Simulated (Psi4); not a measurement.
Two rigid molecules brought together: CH2O ··· H6Si2 (SMILES C=O and [SiH3][SiH3]). Monomers: optimised at B3LYP-D3(BJ) (def2-TZVP), held rigid. Orientation: a higher rigid-body minimum at GFN2-xTB. Only R, the distance of the centres of mass, is varied, so the lowest point isn't the relaxed dimer.

Geometry at R = 3.45 Å (first 4 atoms: monomer A):
```
12

C     -0.0057     0.0009     0.0009
O      1.1682    -0.1728    -0.1691
H     -0.7186    -0.8426     0.0836
H     -0.4438     1.0146     0.0846
Si     1.0305     0.2287     3.4848
Si     3.1580     0.3456     2.5071
H      0.7547     1.4593     4.2656
H      0.9461    -0.9391     4.3954
H     -0.0102     0.0890     2.4372
H      4.1987     0.4853     3.5547
H      3.2424     1.5134     1.5966
H      3.4337    -0.8850     1.7263
```

Levels: PBE/def2-TZVP, counterpoise-corrected (Psi4); PBE-D3(BJ)/def2-TZVP, counterpoise-corrected (Psi4); B3LYP-D3(BJ)/def2-TZVP, counterpoise-corrected (Psi4); SAPT0/jun-cc-pVDZ, frozen core (Psi4).

Interaction energies in kcal/mol; the last columns give the difference from SAPT0:

```tsv
R / Å	PBE/def2-TZVP	PBE-D3(BJ)/def2-TZVP	B3LYP-D3(BJ)/def2-TZVP	SAPT0/jun-cc-pVDZ	PBE/def2-TZVP − SAPT0/jun-cc-pVDZ	PBE-D3(BJ)/def2-TZVP − SAPT0/jun-cc-pVDZ	B3LYP-D3(BJ)/def2-TZVP − SAPT0/jun-cc-pVDZ
2.86	7.59	5.33	6.44	7.74	-0.15	-2.41	-1.30
3.08	3.55	1.54	1.95	3.16	0.38	-1.63	-1.21
3.25	1.77	-0.04	0.10	1.17	0.60	-1.21	-1.07
3.45	0.57	-1.00	-0.99	-0.12	0.69	-0.88	-0.87
3.63	0.00	-1.37	-1.37	-0.67	0.67	-0.69	-0.70
3.84	-0.32	-1.45	-1.43	-0.91	0.59	-0.55	-0.52
4.15	-0.44	-1.28	-1.18	-0.88	0.45	-0.40	-0.30
4.44	-0.39	-1.02	-0.89	-0.73	0.33	-0.29	-0.16
4.93	-0.25	-0.62	-0.51	-0.46	0.21	-0.16	-0.05
5.67	-0.09	-0.26	-0.23	-0.22	0.13	-0.04	-0.01
6.67	-0.02	-0.09	-0.10	-0.09	0.06	0.00	-0.01
7.96	-0.01	-0.03	-0.04	-0.03	0.03	0.00	0.00
```

PBE/def2-TZVP is furthest from SAPT0/jun-cc-pVDZ at 3.45 (0.69 kcal/mol, above); its mean absolute difference over the points is 0.36 kcal/mol.

PBE-D3(BJ)/def2-TZVP is furthest from SAPT0/jun-cc-pVDZ at 2.86 (-2.41 kcal/mol, below); its mean absolute difference over the points is 0.69 kcal/mol.

B3LYP-D3(BJ)/def2-TZVP is furthest from SAPT0/jun-cc-pVDZ at 2.86 (-1.30 kcal/mol, below); its mean absolute difference over the points is 0.52 kcal/mol.
